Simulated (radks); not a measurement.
Results of a calculation; reference values are marked as such.
Coulomb parameter of the 5d shell of the gold ion Au+ in the model configuration [Xe] 4f14 5d8.5 6p1.5, as a second difference U = [E(n + 0.5) + E(n - 0.5) - 2 E(n)] / (0.5)^2 with all orbitals relaxed. "Bare": the charge of the atom changes with n. "Screened": the 6p shell takes up the change at fixed total charge, which measures U(5d,5d) + U(6p,6p) - 2 U(5d,6p). Level of theory: scalar-relativistic Kohn-Sham, r2SCAN, spin-unpolarised, spherical densities, finite nucleus; meta-GGA in the generalised Kohn-Sham scheme; Fermi nuclear charge, rms radius 5.4371 fm (a radial shooting solver on a logarithmic mesh with Libxc functionals).

case                   configuration  E - E(n) (eV)
start          [Xe] 4f14 5d8.5 6p1.5          0.000
bare +0.5        [Xe] 4f14 5d9 6p1.5         -9.461
bare -0.5        [Xe] 4f14 5d8 6p1.5         12.337
screened +0.5      [Xe] 4f14 5d9 6p1         -6.161
screened -0.5      [Xe] 4f14 5d8 6p2          6.784

U(bare) = 11.506 eV, U(screened by 6p) = 2.493 eV, against the Slater integral F0(5d,5d) = 16.644 eV with frozen orbitals.
